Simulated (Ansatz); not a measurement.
Cost and result for the atomization energy of `O[SiH](F)CS` (10 atoms, 9 bonds).

```xyz
10

O    -1.640    0.209   -0.827
Si   -0.687    0.713    0.394
F    -1.268    0.222    1.798
C     1.039    0.004    0.267
S     1.006   -1.719   -0.324
H    -1.664   -0.741   -0.974
H    -0.726    2.189    0.374
H     1.705    0.599   -0.360
H     1.491   -0.038    1.262
H     0.745   -1.438   -1.610
```

Charge 0, multiplicity 1. All single points use the PBE0-D4/def2-TZVP geometry. It is one conformer, not always the lowest. Program: Ansatz. All runs use 4 threads of an Arm Neoverse V2 on a shared host. Times are those of one run each, without the atoms' runs, and a repeat can differ threefold. Electronic energies, without spin–orbit coupling; frozen cores. CCSD(T)/CBS adds CCSD(T) − MP2 in def2-TZVPP to the MP2 limit, and its time is that of the two runs behind it. T1 = 0.011. B3LYP takes the VWN-RPA correlation (the form of Gaussian; ORCA's B3LYP/G).

CCSD(T)/CBS is a level of theory with its own doubt, some kJ/mol a heavy atom from the limit and from the frozen cores, so smaller differences don't rank the functionals.

```csv
level,functions,wall time,atomization (kJ/mol),difference from CCSD(T)/CBS,per bond
PBE-D4/def2-TZVPP (with forces),247,1.9 s,3754.1,26.8,3.0
PBE0-D4/def2-TZVPP,247,2.4 s,3685.3,-42.0,-4.7
B3LYP-D4/def2-TZVPP (with forces),247,3.6 s,3690.0,-37.3,-4.1
r2SCAN-D4/def2-TZVPP (with forces),247,3.8 s,3717.7,-9.6,-1.1
B2PLYP/def2-TZVPP,247,4.2 s,3660.9,-66.4,-7.4
ωB97X-V/def2-TZVPP,247,6 s,3724.1,-3.2,-0.4
ωB97M-V/def2-TZVPP (with forces),247,9 s,3728.0,0.7,0.1
MP2/def2-QZVPP,461,15 s,3762.2,34.9,3.9
CCSD(T)/def2-TZVPP,247,110 s,3615.1,-112.2,-12.5
CCSD(T)/CBS(def2),–,2 min,3727.3,0.0,0.0
```

From PBE to PBE0 (25 % exact exchange), in def2-TZVPP and without D4, the atomization energy moves by −65.3 kJ/mol: exact exchange takes away binding that semilocal exchange gives to molecules. The D4 term adds +36.8 kJ/mol with B3LYP and +19.2 kJ/mol with PBE0; it sums over pairs of atoms, weighted by their polarisabilities, and B3LYP, whose exchange is more repulsive, gets the larger term. In def2-TZVPP, CCSD(T) changes the Hartree–Fock value by +925.1 kJ/mol (the triples alone add +55.4 kJ/mol) and MP2 by +1004.9 kJ/mol; breaking electron pairs costs correlation energy, which Hartree–Fock lacks.
